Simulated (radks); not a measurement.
Correlation energies from several functionals, in hartree. Species: As3+ [Ar] 3d10 4s2; La3+ [Xe]. Method: non-relativistic Kohn-Sham, r2SCAN, spin-polarised, spherical densities, point nucleus; meta-GGA in the generalised Kohn-Sham scheme; computed with a radial shooting solver on a logarithmic mesh with Libxc functionals. Every spin shell is full or empty, so the densities are truly spherical. Functionals are evaluated on that one density, not self-consistently.

functional,As3+,La3+
PW92,-2.8172,-5.3509
Chachiyo,-2.7772,-5.2843
LYP,-1.4966,-2.8122
P86,-1.6825,-3.4068
AM05,-2.5996,-4.9961
TPSS,-1.4820,-3.0047
revTPSS,-1.5033,-3.0375
r2SCAN,-1.4988,-3.0074
Tao-Mo,-1.4135,-2.9065
